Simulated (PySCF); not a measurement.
Compound: C10H10 (charge +1 and doublet state).
SMILES with atom numbers: `[CH2:1]=[C:2]([CH:3][CH2+:4])[c:5]1[cH:6][cH:7][cH:8][cH:9][cH:10]1` (hydrogens: H11, H12 on C1; H13 on C3; H14, H15 on C4; H16 on C6; H17 on C7; H18 on C8; H19 on C9; H20 on C10)

Cartesian coordinates in Å at the PBE0-D3(BJ)/def2-SVP level; atoms count from 1:
```xyz
20
C10H10 angstrom
C     -1.6569   -1.9887   -0.1453
C     -1.2830   -0.6475   -0.0606
C     -2.3338    0.3437    0.0257
C     -2.1847    1.5571    0.6077
C      0.1168   -0.2778   -0.0913
C      0.5212    0.9410   -0.7042
C      1.8553    1.3050   -0.7270
C      2.8136    0.4690   -0.1406
C      2.4361   -0.7451    0.4574
C      1.1099   -1.1281    0.4645
H     -2.7120   -2.2668   -0.2179
H     -0.9188   -2.7936   -0.1668
H     -3.3258    0.0439   -0.3278
H     -1.2461    1.8611    1.0805
H     -3.0253    2.2534    0.6686
H     -0.2216    1.5573   -1.2141
H      2.1632    2.2278   -1.2224
H      3.8684    0.7538   -0.1644
H      3.1923   -1.3840    0.9177
H      0.8212   -2.0599    0.9544
```

Theory: PBE0-D3(BJ)/def2-SVP geometry optimisation, gas phase (PySCF 2.14.0).

Take the most abundant isotopes and a rigid rotor. The values belong to one conformer with, in the numbering `[CH2:1]=[C:2]([CH:3][CH2+:4])[c:5]1[cH:6][cH:7][cH:8][cH:9][cH:10]1`, C1–C2–C3–C4 153°, C2–C3–C4–H -2° and -178°, C1–C2–C5–C6 146°.

Q: What are A, B and C (MHz)?

A: Ia = 202.81, Ib = 487.83, Ic = 638.63 u·Å²; 505379 MHz·u·Å²/I gives A = 2492, B = 1036, C = 791.3 MHz.

Q: Classify the top.

A: An asymmetric top: κ = (2 × 1036 − 2492 − 791.3)/(2492 − 791.3) = -0.71.

Q: What does the inertial defect say?

A: Not planar: Δ = Ic − Ia − Ib = -52.00 u·Å². For a rigid frame Δ = −2 Σ m c², so Σ m c² = 26.00 u·Å² lies off the ab plane: 6.22 from hydrogen and 19.78 from heavier atoms. The atom farthest from that plane is 1.27 Å away.

Q: Give the other two planar moments, Paa and Pbb, and the rms extents of the mass along the axes.

A: Paa = Σ m a² = (Ib + Ic − Ia)/2 = 461.82 and Pbb = Σ m b² = (Ia + Ic − Ib)/2 = 176.81 u·Å². With the mass M = 130.08 u, the rms extents √(P/M) along a, b and c are 1.88, 1.17, 0.45 Å.

Q: List the rotational levels J(Ka,Kc) to J = 4 (MHz).

A: Above 0(0,0):
J = 1: 1(0,1) 1827, 1(1,1) 3283, 1(1,0) 3528
J = 2: 2(0,2) 5454, 2(1,2) 6693, 2(1,1) 7427, 2(2,1) 11795, 2(2,0) 11823
J = 3: 3(0,3) 10825, 3(1,3) 11791, 3(1,2) 13257, 3(2,2) 17277, 3(2,1) 17416, 3(3,1) 25184, 3(3,0) 25187
J = 4: 4(0,4) 17871, 4(1,4) 18561, 4(1,3) 20993, 4(2,3) 24564, 4(2,2) 24966, 4(3,2) 32545, 4(3,1) 32559, 4(4,1) 43546, 4(4,0) 43547
Those of J = 1 are B + C, A + C and A + B.

Q: Predict some low-J microwave lines.

A: The dipole components (about the centre of mass, as the species is charged) are |μa| = 2.02 D, |μb| = 0.54 D, |μc| = 0.08 D. The squared components, which scale the intensities, stand as 1.00 : 0.07 : 0.00 (a : b : c). Some lines, for components of 0.1 D or more:

```csv
type,branch,"J(Ka,Kc)",MHz,lower level (cm⁻¹)
b,R,"2(0,2) ← 1(1,1)",2170,0.110
a,Q,"4(1,3) ← 4(1,4)",2432,0.619
b,Q,"3(1,2) ← 3(0,3)",2432,0.361
b,Q,"5(2,3) ← 5(1,4)",3923,1.021
a,R,"3(2,1) ← 2(2,0)",5593,0.394
b,R,"4(0,4) ← 3(1,3)",6080,0.393
a,R,"4(1,4) ← 3(1,3)",6769,0.393
a,R,"5(2,4) ← 4(2,3)",9074,0.819
b,R,"5(1,5) ← 4(0,4)",9110,0.596
a,R,"5(4,2) ← 4(4,1)",9199,1.453
```

Q: Estimate the classical rotational partition function at 10 K, 25 K and 100 K.

A: Point group C1, symmetry number σ = 1; q = (√π/σ)·√((kT/h)³/(ABC)), k/h = 20836.6 MHz/K: 3730 at 10 K, 14700 at 25 K, 118000 at 100 K.

For this open shell read J as N, the rotation without spin; fine and hyperfine splittings come on top. No frequency check. ⟨S²⟩ = 0.773 (exact for a doublet: 0.75). These are rigid-rotor constants of the computed structure; measured ground-state constants (B0) also hold zero-point vibration.
